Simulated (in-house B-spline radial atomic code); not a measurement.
**Ionising Xe5+ with different functionals**

Computed with a radial B-spline atomic code at the basis-set limit: scalar-relativistic (spin-free X2C) Hamiltonian, Fermi nucleus of rms radius 4.7859 fm, spin-polarised at highest spin, spherical fractional occupations for the functionals, the average over the highest-spin determinants for Hartree-Fock. The ionisation energy is the difference of two self-consistent energies, [Kr] 4d10 5s2 5p1 → [Kr] 4d10 5s2, without Breit or QED terms; ε is the level of the shell that loses the electron (its least bound occupied spin orbital). There is no spin-orbit coupling in this Hamiltonian.

Hybrids are left out here: with spherical fractional occupations of an open shell their exact exchange keeps a self-interaction that integer-occupation calculations don't have.

```
           method          rung  ΔSCF (eV)  -ε(5p) (eV)
     Hartree-Fock  Hartree-Fock      64.43        64.63
         LDA VWN5           LDA      65.77        60.10
         LDA PW92           LDA          ?            ?
LDA exchange-only           LDA      64.42        58.83
              PBE           GGA          ?            ?
           PBEsol           GGA      65.38        59.83
             BLYP           GGA      65.40        59.71
             RPBE           GGA      65.14        59.63
             PW91           GGA      65.45        59.86
             BP86           GGA      65.51        59.93
             AM05           GGA      65.37        59.81
             OLYP           GGA      65.11        59.68
             TPSS      meta-GGA      65.11        59.67
             SCAN      meta-GGA      65.28        59.89
           r2SCAN      meta-GGA      65.13        59.85
          revTPSS      meta-GGA      65.05        59.65
```

(1) What does LDA PW92 give?

(2) What does PBE give?

(3) How do they compare with the NIST value?

## Answers

(1) ΔSCF 65.77 eV, and -ε(5p) = 60.09 eV.

(2) ΔSCF 65.31 eV, and -ε(5p) = 59.74 eV.

(3) NIST lists 66.70 eV ± 0.007 (measured, ground level to ground level). Errors run from -2.28 to -0.93 eV. The correlated functionals all miss on the same side by more than they spread, so the cause is common to them (spin-orbit coupling, Breit-QED terms, multiplet and fine-structure energies, or a listed next ion that isn't the cheapest removal here) and closeness doesn't rank the functionals. Hartree-Fock also lacks correlation.
